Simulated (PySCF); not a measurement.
**Circular dichroism: `FC(F)[C@H]1[GeH2][CH2][C@H]1S`, C₄H₈F₂GeS**

Geometry (Å), atoms numbered from 1 in this order:
```xyz
16

F    -1.190    0.761   -1.641
C    -0.730    1.550   -0.627
F    -1.817    2.240   -0.201
C    -0.210    0.694    0.496
Ge   -1.309   -0.986    0.540
C     0.373   -1.434   -0.436
C     1.010   -0.155    0.122
S     2.182    0.685   -1.021
H    -0.013    2.265   -1.055
H    -0.044    1.341    1.356
H    -2.641   -0.974   -0.147
H    -1.431   -1.581    1.920
H     0.242   -1.372   -1.514
H     0.933   -2.337   -0.204
H     1.578   -0.372    1.029
H     3.058   -0.315   -1.038
```

Computed with TDDFT LC-wPBE/def2-SVPD circular dichroism and optical rotation, one conformer, gas phase (PySCF). Geometry: GFN2-xTB.

The molecule is flexible and this is one conformer; a measurement averages over conformers. The calculation is non-relativistic, which matters for the atoms heavier than Zn.

(1) What are the CIP labels of the stereocentres?

(2) List the lowest 16 singlet excitations with oscillator and rotatory strengths.

Answers

(1) C4 R, C7 R.

(2) Rotatory strengths R in 10⁻⁴⁰ esu² cm², velocity form and length form (origin at the centre of mass); f in length form.
```tsv
state	E (eV)	λ (nm)	f	R (velocity)	R (length)	main
1	5.72	217	0.0003	+0.8	+1.5	HOMO→LUMO+2 0.25, HOMO→LUMO+3 0.23
2	6.58	188	0.036	-3.1	-3.4	HOMO→LUMO+1 0.69, HOMO→LUMO 0.14
3	7.47	166	0.055	+2.1	+3.8	HOMO→LUMO 0.27, HOMO→LUMO+2 0.20
4	7.81	159	0.015	+9.4	+7.4	HOMO→LUMO+5 0.36, HOMO→LUMO+2 0.23
5	8.00	155	0.070	+4.5	+7.2	HOMO−1→LUMO+2 0.38, HOMO−1→LUMO 0.21
6	8.08	153	0.103	-24.0	-23.9	HOMO→LUMO+4 0.71
7	8.20	151	0.121	-76.7	-76.6	HOMO−2→LUMO+2 0.29, HOMO→LUMO+6 0.14
8	8.29	150	0.003	-28.1	-25.5	HOMO−1→LUMO+2 0.23, HOMO−2→LUMO+1 0.18
9	8.38	148	0.132	+149.3	+151.5	HOMO→LUMO+3 0.21, HOMO−1→LUMO+3 0.13
10	8.41	147	0.028	+95.7	+92.2	HOMO−1→LUMO+1 0.24, HOMO−1→LUMO 0.11
11	8.50	146	0.018	-26.6	-27.3	HOMO−2→LUMO+2 0.12, HOMO−1→LUMO+2 0.11
12	8.57	145	0.017	-20.6	-20.8	HOMO−2→LUMO 0.34
13	8.60	144	0.046	-28.1	-26.6	HOMO−4→LUMO+2 0.15, HOMO−4→LUMO 0.14
14	8.68	143	0.015	-20.3	-20.5	HOMO→LUMO+7 0.25, HOMO−2→LUMO+3 0.11
15	8.71	142	0.169	-42.3	-42.9	HOMO−1→LUMO+3 0.31, HOMO−1→LUMO+1 0.18
16	8.79	141	0.095	-4.1	-3.6	HOMO−2→LUMO+1 0.24, HOMO→LUMO+7 0.09
```

Among the states computed, the strongest CD band (largest |R|) is state 9. The largest dissymmetry factor in size, g = 4R/(D+G), with D and G the electric and magnetic dipole strengths, is -0.11 for state 8 (velocity form, f = 0.003), among bands with |R| over 0.5. The mirror image has the same energies and oscillator strengths and all R with the opposite sign.
